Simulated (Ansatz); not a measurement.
Ansatz (a first-principles code) input file for Br4Zr, SMILES [Br][Zr-]([Br])([Br])[Br] (connectivity only; charge and spin as stated), charge -1, multiplicity 2, PBE-D3(BJ)/def2-SVPD. 

Ansatz 0.2 input:
```yaml
crystal:
  periodic: [false, false, false]
  atoms:
    - {symbol: Zr, position_ang: [0.00000000, 0.00000000, -0.00000000]}
    - {symbol: Br, position_ang: [-1.44726357, 1.44726356, 1.60117982]}
    - {symbol: Br, position_ang: [-1.44726356, -1.44726356, -1.60117984]}
    - {symbol: Br, position_ang: [1.44726356, -1.44726357, 1.60117982]}
    - {symbol: Br, position_ang: [1.44726357, 1.44726357, -1.60117979]}
basis:
  gaussian:
    orbitals: def2-SVPD
hamiltonian:
  xc: pbe
  dispersion: d3bj
total_charge: -1
magnetization: {spin_polarized: true, initial_magnetization: 1}
relax: {f_tol: 0.002, max_steps: 200}
```

It prints:

```
WARN ansatz: RAYON_NUM_THREADS=2 ignored (pool sized by the plan → 2); use --threads N
Functional definition: PBE
integrals: 0.25 GiB planned
2034 factors; their error is unknown
mean field: 1.31 GiB planned
mean field evaluation 1: about -281400.3101 eV, gradient 1.4e1 eV
mean field evaluation 2: about -281400.3745 eV, gradient 1.1e1 eV
mean field evaluation 4: about -281400.6109 eV, gradient 4.1e-1 eV
mean field evaluation 8: about -281400.5329 eV, gradient 5.0e-2 eV
mean field evaluation 16: about -281400.5329 eV, gradient 3.5e-5 eV
mean field evaluation 32: about -281400.4547 eV, gradient 1.5e-6 eV
mean field evaluation 64: about -281400.0437 eV, gradient 4.6e-1 eV
mean field evaluation 96: about -281400.4463 eV, gradient 2.7e0 eV
mean field -281400.53288567 eV, -10341.2788434164 hartree, gradient 3.1e-6 eV, S^2 0.753517; 16 other end points of the search recorded, 0 dependent functions left out
the calculation of the forces begins
reference -281400.53293584 eV, -10341.2788452601 hartree; 77, 76 occupied and 121, 122 virtual orbitals, 2034 factors
relax step   1: F+E_penalty+E_count = -281400.76272307 eV  Δ(F+E_penalty+E_count) = +0.000e0 eV  max|allowed force component| = 7.140e-2 eV/Å  Δτ_max = 0.0000 Å  (324 SCF iters, accepted)
these checks for a lower state are left out or cut short: starts, cluster_reference, orbital_swaps, neighbouring_geometries, increment
integrals: 0.25 GiB planned
2034 factors; their error is unknown
mean field: 1.32 GiB planned
mean field evaluation 128: about -281400.5327 eV, gradient 2.8e-6 eV
mean field -281400.53270728 eV, -10341.2788368609 hartree, gradient 2.6e-6 eV, S^2 0.753385; 0 other end points of the search recorded, 0 dependent functions left out
the calculation of the forces begins
reference -281400.53275724 eV, -10341.2788386967 hartree; 77, 76 occupied and 121, 122 virtual orbitals, 2034 factors
relax step   2: F+E_penalty+E_count = -281400.76496251 eV  Δ(F+E_penalty+E_count) = -2.239e-3 eV  max|allowed force component| = 2.834e-2 eV/Å  Δτ_max = 0.0167 Å  (41 SCF iters, accepted)
these checks for a lower state are left out or cut short: starts, cluster_reference, orbital_swaps, neighbouring_geometries, increment
integrals: 0.25 GiB planned
2034 factors; their error is unknown
mean field: 1.32 GiB planned
mean field -281400.53391529 eV, -10341.2788812542 hartree, gradient 2.5e-6 eV, S^2 0.753421; 0 other end points of the search recorded, 0 dependent functions left out
the calculation of the forces begins
reference -281400.53396531 eV, -10341.2788830923 hartree; 77, 76 occupied and 121, 122 virtual orbitals, 2034 factors
relax step   3: F+E_penalty+E_count = -281400.76544102 eV  Δ(F+E_penalty+E_count) = -4.785e-4 eV  max|allowed force component| = 6.874e-4 eV/Å  Δτ_max = 0.0057 Å  (41 SCF iters, accepted)
integrals: 0.25 GiB planned
2034 factors; their error is unknown
mean field: 1.32 GiB planned
mean field evaluation 160: about -281400.5339 eV, gradient 2.4e-4 eV
mean field evaluation 192: about -281400.4704 eV, gradient 4.4e-1 eV
mean field evaluation 224: about -281400.1332 eV, gradient 1.0e0 eV
mean field evaluation 256: about -281399.8995 eV, gradient 2.0e0 eV
mean field -281400.53391529 eV, -10341.2788812542 hartree, gradient 3.0e-6 eV, S^2 0.753421; 17 other end points of the search recorded, 0 dependent functions left out
the calculation of the forces begins
reference -281400.53396531 eV, -10341.2788830923 hartree; 77, 76 occupied and 121, 122 virtual orbitals, 2034 factors
Total energy: -281400.76549104 eV, -10341.2873915060 hartree
Atom 0 at    -0.000000     0.000000     0.000000 Å, force     0.000000    -0.000000    -0.000000 eV/Å
Atom 1 at    -1.442852     1.442852     1.590209 Å, force     0.000687    -0.000687    -0.000527 eV/Å
Atom 2 at    -1.442852    -1.442852    -1.590209 Å, force     0.000687     0.000687     0.000527 eV/Å
Atom 3 at     1.442852    -1.442852     1.590209 Å, force    -0.000687     0.000687    -0.000527 eV/Å
Atom 4 at     1.442852     1.442852    -1.590209 Å, force    -0.000687    -0.000687     0.000527 eV/Å
Dipole moment:    -0.000000     0.000000     0.000000 e Å
```

Self-consistency was reached.
